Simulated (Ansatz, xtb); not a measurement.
# Relaxing a trial structure of CH6BFN+

The starting geometry of this gas-phase singlet was built from a drawn formula by distance geometry and a force field; its bonds are those of `[NH3+][BH2-][CH+]F`.

```tsv
atom	x (Å)	y (Å)	z (Å)
C	1.5909	0.9598	1.8435
B	0.1773	1.2967	1.3412
F	2.7178	1.4566	1.2182
N	-0.5530	0.0155	0.8316
H	-0.6897	-0.6390	1.6587
H	-1.4610	0.3046	0.4860
H	-0.0700	-0.4833	0.0921
H	-0.4082	1.8289	2.2090
H	0.2713	2.0232	0.3357
H	1.6971	0.2592	2.7180
```

Q: Predict what becomes of its bonds when it is optimised with r2SCAN-D4/def2-SVP.

A: It rearranges to `[NH3+]BCF`. Contacts that open: B2–H8 (1.17 → 2.18 Å). Contacts that close: C1–H8 (2.21 → 1.12 Å).

The energy falls by 1.78 eV over 20 steps:

| step | E − E(last) (eV) |
| --- | --- |
| 1 | 1.778 |
| 3 | 0.930 |
| 5 | 0.638 |
| 7 | 0.518 |
| 9 | 0.295 |
| 12 | 0.139 |
| 14 | 0.035 |
| 16 | 0.012 |
| 18 | 0.000 |
| 20 | 0.000 |

Final geometry (Å):

```xyz
10

C     1.3118    1.2192    2.0239
B     0.4187    1.0775    0.7775
F     2.2548    2.1936    1.9036
N    -0.6945   -0.0099    0.7997
H    -0.7678   -0.5679    1.6621
H    -1.6164    0.4223    0.6252
H    -0.5632   -0.6657    0.0124
H     0.6730    1.4102    2.9197
H     0.4592    1.7035   -0.2406
H     1.7969    0.2395    2.2506
```

From the same start GFN2-xTB reaches the same bonding as this run.

No frequencies were run, so the end isn't proven a minimum. Run with Ansatz 0.2.0, 39 s on 2 threads of Arm Neoverse V1, with other jobs on the host.
